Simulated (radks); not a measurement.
Species: Mn III. Configuration: [Ar] 3d5.

All-electron calculation, non-relativistic Kohn-Sham, LDA (Slater exchange, VWN5 correlation), spin-polarised, spherical densities, point nucleus; open shells are filled with parallel spins first. Program: a radial shooting solver on a logarithmic mesh with Libxc functionals.

Energy parts (eV):
part                      energy
total                 -31232.386
kinetic                31194.368
electron-nucleus      -73881.378
Hartree                12795.032
exchange-correlation   -1340.408

Orbitals (lengths in bohr, moments of r in powers of bohr):
orbital  occ.  eigenvalue (eV)       <r^4>
1s up       1        -6376.242  0.00006639
1s down     1        -6376.234  0.00006638
2s up       1        -748.7334     0.01568
2s down     1        -746.3637     0.01554
2p up       3        -645.0966     0.01180
2p down     3        -643.2880     0.01166
3s up       1        -103.1252       1.192
3s down     1         -98.0086       1.223
3p up       3         -73.5734       1.644
3p down     3         -68.5642       1.722
3d up       5         -26.2419       6.268
3d down     0         -21.6612       8.730

The highest occupied level is 3d up at -26.242 eV. Summed over all electrons, <r^2> = 16.34 bohr^2, which gives a Langevin (diamagnetic) susceptibility term of -12.9 x 10^-6 cm^3/mol.

Run on one thread of a shared host, so times are rough (Arm Neoverse N1): 0.16 s of CPU time, 0.16 s wall, 15 iterations on 2476 mesh points.
